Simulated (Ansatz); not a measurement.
Calculated with Ansatz (gas phase, PBE0-D4/def2-TZVP geometries, no zero-point term in ΔE). CBS: MP2 limit from def2 TZ/QZ plus the TZ coupled-cluster correction, frozen cores. DFT in def2-TZVPP. B3LYP here is the variant with VWN-RPA as its local correlation; programs differ in this. Elements past krypton have def2 core potentials. For Sn outer-core shells are correlated without core-valence functions, which leaves a few kJ/mol of doubt a bond. Each species was taken in one conformer, which may not be the lowest.

`[SnH3][SnH3]` + `BC(=C)CC` → `B[C](=C)[SnH3]` + `C[CH2][SnH3]`  (redistribution)

```
         species  B3LYP-D4 energy (Eh)
  `[SnH3][SnH3]`            -432.34032
      `BC(=C)CC`            -182.74849
`B[C](=C)[SnH3]`            -319.63362
  `C[CH2][SnH3]`            -295.42236
```

**Question.** Work out ΔE.

**Answer.** ΔE = (-319.63362) + (-295.42236) − (-432.34032) − (-182.74849) = 0.03283 Eh = +86.2 kJ/mol. CCSD(T)/CBS gives +78.9 kJ/mol.

Largest T1 diagnostic among the species: 0.013.

In def2-TZVPP, CCSD(T) changes the Hartree–Fock value by −16.1 kJ/mol (the triples alone add −2.9 kJ/mol) and MP2 by −16.3 kJ/mol.
